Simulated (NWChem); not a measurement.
Species: Si₂NH₆ cation

```xyz
9

Si    -0.1396     1.5923     0.0003
N      0.6115     0.1228    -0.0008
Si    -0.1138    -1.5613    -0.0013
H     -1.6137     1.6109     0.0003
H      0.6842     2.8162     0.0014
H      1.6361     0.1414    -0.0012
H      0.3623    -2.2121    -1.2452
H     -1.5752    -1.3011     0.0098
H      0.3805    -2.2194     1.2316
```
Atoms are numbered in this order, from 1.

Results from NWChem. Geometry optimised at PBE0/def2-SVP; all other runs use it.  Vzz has the sign of the potential's second derivative.

```csv
quantity,level,value
cavity-dispersion-structure term (kcal/mol) in diethyl ether,"B3LYP/def2-SVP, SMD",-0.6
Vzz N2 (a.u.),B3LYP/cc-pVTZ,?
anisotropy (bohr³) at 589 nm,B3LYP/STO-3G,24.6
highest occupied level (eV),PBE/def2-SVP,?
highest harmonic frequency (cm⁻¹),PBE0/def2-SVP,3541
```

Q: Fill in the missing entries.

A: 
- Vzz N2 (a.u.), value: 0.245
- highest occupied level (eV), value: -12.59
